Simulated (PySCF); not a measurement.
CHS, SMILES [C]S (connectivity only; charge and spin as stated), neutral, multiplicity 2. Coordinates come from a B3LYP-D3(BJ)/def2-TZVPD optimisation.

The numbers are results of B3LYP-D3(BJ)/def2-TZVPD (PySCF), not measurements.

Harmonic wavenumbers (cm⁻¹): 792, 931, 2337. Rotational constants (GHz): 294.3, 20.90, 19.51; symmetry number 1.

Q: Work out the zero-point energy and the ideal-gas rigid-rotor harmonic-oscillator thermochemistry at 298.15 K and 1 atm.

A: ZPE = ½ Σ hcν = ½ × 4059 cm⁻¹ = 24.28 kJ/mol. H − E(el) = 34.53 kJ/mol. Entropy in J/(mol K): translation 156.24, rotation 77.54, vibration 1.41, spin 5.76, total 240.96. G − E(el) = -37.31 kJ/mol. Cp = 37.97 J/(mol K).
